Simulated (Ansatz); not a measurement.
# A relaxation, step by step

Si₂H₆F₂, closed shell, PBE0-D4/def2-TZVP (Ansatz 0.2.0). Settings:

```yaml
hamiltonian: {xc: pbe0, dispersion: d4}
relax: {f_tol: 0.005, max_steps: 200}
```

Start, a step off a saddle point along its unstable mode:

| atom | x (Å) | y (Å) | z (Å) |
| --- | --- | --- | --- |
| Si1 | -1.2004 | 0.4273 | -0.1643 |
| H2 | -0.3698 | -0.8943 | -0.0852 |
| F3 | -2.0420 | 0.1891 | -1.5113 |
| F4 | -0.7542 | 1.9706 | -0.2485 |
| H5 | -2.0752 | 0.3493 | 1.0335 |
| H6 | 0.7778 | -1.7285 | 0.2823 |
| Si7 | 1.2881 | -0.3013 | 0.1394 |
| H8 | 0.5330 | 0.0826 | 1.5645 |
| H9 | 1.2225 | -0.4250 | -1.3985 |
| H10 | 2.6202 | 0.3303 | 0.3882 |

| step | energy less the last (meV) | largest force component (eV/Å) |
| --- | --- | --- |
| 1 | 2416.4 | 1.700 |
| 6 | 73.0 | 0.223 |
| 11 | 19.8 | 0.009 |
| 16 (rejected trial) | 18.0 | 0.305 |
| 21 | 12.4 | 0.080 |
| 26 | 11.9 | 0.005 |
| 31 | 11.8 | 0.007 |
| 36 | 11.8 | 0.008 |
| 41 (rejected trial) | 13.8 | 0.203 |
| 46 | 10.9 | 0.043 |
| 51 | 9.1 | 0.095 |
| 56 | 6.5 | 0.008 |
| 61 | 2.8 | 0.104 |
| 66 | 0.3 | 0.023 |
| 71 | 0.1 | 0.021 |
| 75 | 0.0 | 0.004 |

Step 6, positions (Å) and forces (eV/Å):

```
atom       x       y       z      Fx      Fy      Fz
 Si1  -1.752   0.409  -0.260  -0.115   0.075  -0.223
  H2  -0.927  -0.815  -0.344  -0.011   0.113  -0.003
  F3  -2.722   0.393  -1.520  -0.072  -0.063   0.183
  F4  -0.891   1.732  -0.411   0.125  -0.087   0.031
  H5  -2.508   0.522   1.000  -0.098  -0.031  -0.033
  H6   1.546  -1.914   0.463   0.023   0.061  -0.007
 Si7   1.766  -0.450   0.305   0.064  -0.051  -0.034
  H8   0.880   0.276   1.248   0.002   0.013   0.074
  H9   1.429  -0.043  -1.081   0.050  -0.009  -0.006
 H10   3.179  -0.109   0.599   0.032  -0.023   0.018
```

Step 56, positions (Å) and forces (eV/Å):

| atom | x | y | z | Fx | Fy | Fz |
| --- | --- | --- | --- | --- | --- | --- |
| Si1 | -1.888 | 0.516 | -0.361 | 0.001 | -0.001 | 0.003 |
| H2 | -1.513 | -0.780 | -0.954 | -0.002 | 0.002 | -0.001 |
| F3 | -3.256 | 0.986 | -1.012 | 0.000 | 0.002 | -0.001 |
| F4 | -0.783 | 1.590 | -0.742 | 0.001 | -0.001 | 0.001 |
| H5 | -2.050 | 0.504 | 1.104 | 0.000 | 0.000 | -0.001 |
| H6 | 2.519 | -1.878 | 0.692 | -0.002 | 0.005 | 0.001 |
| Si7 | 1.903 | -0.561 | 0.389 | 0.008 | -0.003 | 0.000 |
| H8 | 0.584 | -0.481 | 1.072 | 0.003 | -0.003 | -0.001 |
| H9 | 1.706 | -0.426 | -1.075 | -0.002 | -0.002 | 0.001 |
| H10 | 2.778 | 0.529 | 0.888 | -0.008 | 0.001 | -0.003 |

Step 61, positions (Å) and forces (eV/Å):

```csv
atom,x,y,z,Fx,Fy,Fz
Si1,-1.869,0.537,-0.344,-0.022,0.039,-0.031
H2,-1.588,-0.757,-0.995,-0.003,0.020,0.003
F3,-3.171,1.160,-1.007,0.067,-0.026,0.031
F4,-0.661,1.528,-0.636,-0.041,-0.034,0.006
H5,-2.077,0.465,1.114,0.001,0.002,-0.010
H6,2.726,-1.735,0.792,-0.067,0.097,-0.032
Si7,1.879,-0.583,0.369,0.062,0.012,0.043
H8,0.550,-0.698,1.034,0.044,-0.002,-0.012
H9,1.688,-0.615,-1.103,0.011,-0.005,0.030
H10,2.522,0.698,0.774,-0.052,-0.104,-0.029
```

Last step (75):

```tsv
atom	x (Å)	y (Å)	z (Å)
Si1	-1.8670	0.5500	-0.3306
H2	-1.7629	-0.7721	-0.9743
F3	-3.1368	1.2964	-0.9190
F4	-0.5874	1.4065	-0.7208
H5	-1.9832	0.5183	1.1385
H6	2.8297	-1.5965	0.8904
Si7	1.8729	-0.5940	0.3571
H8	0.5150	-0.9133	0.8760
H9	1.8560	-0.6588	-1.1246
H10	2.2636	0.7636	0.8075
```

The run took about 2.3 min on 4 CPU threads of an Arm Neoverse V2 (shared host).
